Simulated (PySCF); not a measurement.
A geometry optimisation on `[O]=[Mn](=[O])(=[O])[Cl]` (MnO3Cl).

Method: PBE0-D3(BJ)/def2-SVP geometry optimisation, gas phase (PySCF 2.14.0). Start geometry: GFN2-xTB. The input is one job of a driver script: a line of settings, then coordinates in Å.

Command:
```bash
OMP_NUM_THREADS=1 python probes_run.py task.json out
```

Input:
```
{"job": {"xc": "PBE0", "basis": "def2-SVP", "d3": "d3bj", "grid": 1, "shake": 0.01, "kind": "geom"}, "charge": 0, "multiplicity": 1}
O     -0.518270     1.269320    -0.569010
Mn    -0.121400     0.012330     0.022210
O     -0.887380    -1.118270    -0.551070
O     -0.188200     0.052270     1.489610
Cl     1.748830    -0.249620    -0.429630
```

Output:
```
step   0  E = -1835.67931586  max force = 0.124272
step   1  E = -1835.71184536  max force = 0.022736
step   2  E = -1835.71293465  max force = 0.009682
step   3  E = -1835.71312796  max force = 0.001654
step   4  E = -1835.71314203  max force = 0.000974
step   5  E = -1835.71314885  max force = 0.004288
step   6  E = -1835.71315843  max force = 0.003857
step   7  E = -1835.71317949  max force = 0.001341
step   8  E = -1835.71318268  max force = 0.000526
step   9  E = -1835.71318246  max force = 0.000304
optimisation converged
```

Energies in Eh; «max force» is the largest Cartesian gradient component in Eh/bohr.

Q: Give the first gradient maximum in eV/Å.

A: With 1 Eh/bohr = 51.422 eV/Å, 6.390 eV/Å.

Q: How much energy does the optimisation release, in eV?

A: E(step 0) − E(last step) = 0.033867 Eh, which is 0.922 eV.

Main results: final energy -1835.71318 Eh after 9 steps; dipole 0.26 D.

Q: Give the final coordinates.

A: 0.095 Å rms from the input after alignment:
```
atom  x, y, z in Å
O1    -0.5094    1.3432   -0.6560
Mn2   -0.1337    0.0162    0.0153
O3    -0.8888   -1.1585   -0.6170
O4    -0.3623    0.0758    1.5307
Cl5    1.9284   -0.3106   -0.3108
```

Q: Estimate the wall time. Hardware: Arm Neoverse N1, one thread, shared host with 64 logical CPUs at a one-minute load of 53. And the peak memory of the process?

A: About 54 s, with 0.38 GiB resident at the peak, the Python interpreter and its libraries included.
Labels such as C1 count atoms from 1, the log's own numbers from 0.
The closed-shell solution of the metal species wasn't tested for stability.
